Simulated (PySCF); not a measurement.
**Identify the compound**

The spectra below were simulated for a compound C9H9F.

$^{1}$H NMR (300 MHz, computed): δ 5.93 (m, 1H), 5.80 (m, 1H), 5.46 (m, 1H), 2.07 (s, 6H).

$^{13}$C{$^{1}$H} NMR (computed): δ 146.1 (CH), 118.7 (CH2), 91.8 (C, 2C), 82.6 (C, 2C), 82.3 (C), 4.7 (CH3, 2C).

Theoretical values (PySCF): shieldings: GIAO PBE0/pcSseg-1, geometry: GFN2-xTB. No solvent, rapidly exchanging positions averaged, relativity neglected, a single conformation.

δ = σ(ref) − σ, references computed at the same level: $^{1}$H (σ = 31.72 ppm), $^{13}$C (σ = 186.93 ppm) vs TMS.

Deduce the structure.

Answers


1. Rings plus π bonds: 5 (no ring in the answer).
2. 6 carbon signals for 9 carbons: some carbons are equivalent by symmetry or fast rotation.
3. Carbon types of the structure: 5 × C, 1 × CH, 1 × CH2, 2 × CH3, which accounts for all hydrogens.
4. δC 146.1: alkene CH; as expected for a trigonal carbon in a double bond.
5. δC 118.7: terminal =CH2 carbon; the olefinic region.
6. δC 91.8, 82.6: alkyne carbon; sp carbons lie upfield of alkene carbons because the cylindrical π system leaves one tensor component strongly shielded.
7. δC 82.3: allylic fully substituted sp3 carbon bonded to F; pulled downfield by the heteroatom.
8. δC 4.7: propargylic methyl carbon; aliphatic region, no heteroatom directly attached.
9. δH 5.93: hydrogen on an alkene CH; attached to an sp2 carbon and in the plane of the double bond.
10. δH 5.80, 5.46: hydrogen on a terminal =CH2 carbon; a vinylic proton, deshielded by the sp2 carbon and the C=C anisotropy.

These data were computed for `C=CC(F)(C#CC)C#CC`.

The shifts were computed for this structure.

Splittings by $^{19}$F in the carbon and heteronuclear signals aren't shown, as no couplings were computed. Shifts are as computed. Against solution values, carbons near 30 ppm lie about +3 ppm off and those near 130 ppm about +5 ppm. Of 1309 compounds with measured shifts, 239 miss one by over three times the rms of a fit or turn the order of signals round; such compounds aren't used in these exercises. No couplings were computed; multiplicities are counted from neighbouring protons, with m where these are inequivalent, close in shift, in a saturated or five-membered ring or joined by F or P, and br s for small geminal =CH2 splittings.
